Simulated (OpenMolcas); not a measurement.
**3d² along the 20-electron sequence**

- Program: OpenMolcas
- Method: CASSCF
- Basis: ANO-RCC-VQZP
- Scalar Hamiltonian: DKH2, point nucleus
- Spin-orbit coupling: RASSI with atomic mean-field integrals over the reference wave functions, term energies averaged over their components

Active space for each ion: 2 electrons in 5 orbitals (3d).

Computed levels in cm-1 above ³F₂:

| Level | Ti2+ | V3+ | Cr4+ | Mn5+ | Co7+ |
| --- | --- | --- | --- | --- | --- |
| ³F₃ | 195 | 320 | 501 | 726 | 1425 |
| ³F₄ | 450 | 736 | 1144 | 1649 | 3193 |
| ¹D₂ | 11343 | 13981 | 16478 | 18880 | 23459 |
| ³P₀ | 13563 | 16529 | 19297 | 21922 | 26848 |
| ³P₁ | 13630 | 16640 | 19473 | 22181 | 27377 |
| ³P₂ | 13772 | 16880 | 19862 | 22766 | 28618 |
| ¹G₄ | 17475 | 21490 | 25266 | 28889 | 35766 |
| ¹S₀ | 42368 | 52182 | 61283 | 69943 | 85747 |
| weight of ³F in the lowest level (%) | 100 | 100 | 100 | 100 | 100 |

Measured, with the error of the calculation in %. Measured levels: Ti2+ from Corliss and Sugar, J. Phys. Chem. Ref. Data 8, 1 (1979); V3+ from Sugar and Corliss, J. Phys. Chem. Ref. Data 7, 1191 (1978); Cr4+ from Sugar and Corliss, J. Phys. Chem. Ref. Data 6, 317 (1977); Mn5+ from Corliss and Sugar, J. Phys. Chem. Ref. Data 6, 1253 (1977); Co7+ from Sugar and Corliss, J. Phys. Chem. Ref. Data 10, 1097 (1981).

```
Level           Ti2+            V3+           Cr4+           Mn5+           Co7+
  ³F₃     185 (+5.6)     325 (-1.5)     508 (-1.5)     746 (-2.7)    1430 (-0.4)
  ³F₄     420 (+7.1)     735 (+0.2)    1142 (+0.2)    1669 (-1.2)    3144 (+1.6)
  ¹D₂   8474 (+33.9)  10959 (+27.6)  13188 (+24.9)  15336 (+23.1)  19624 (+19.5)
  ³P₀  10538 (+28.7)                 15492 (+24.6)  17782 (+23.3)  22304 (+20.4)
  ³P₁  10604 (+28.5)  13239 (+25.7)  15677 (+24.2)  18057 (+22.8)  22839 (+19.9)
  ³P₂  10721 (+28.5)  13458 (+25.4)  16041 (+23.8)  18628 (+22.2)  24055 (+19.0)
  ¹G₄  14398 (+21.4)  18391 (+16.8)  22019 (+14.7)  25511 (+13.2)  32360 (+10.5)
  ¹S₀  32476 (+30.5)  42462 (+22.9)  51146 (+19.8)                 74247 (+15.5)
```

The fine-structure level ³F₄ changes by a factor of 7.1 from Ti2+ to Co7+. Its fourth root runs 4.61, 5.21, 5.82, 6.37, 7.52, with steps per unit of Z of 0.60, 0.61, 0.56, 0.57; equal steps would mean a (Z - σ)^4 law with constant σ.

¹D₂ changes by a factor of 2.07 over the same range, with steps per unit of Z of +2640, +2500, +2400, +2290 cm-1.

Without dynamic correlation excited terms often stand tens of per cent too high (terms of higher spin than the ground term too low), and those without a measured partner can miss by more than the paired ones. Computed and measured levels are paired by configuration, term and J; levels that our copy of the source lacks, or whose pairing is in doubt (as where it misses far off the trend of its configuration), stay unpaired and out of the deviations. Levels of configurations outside the active space are missing.
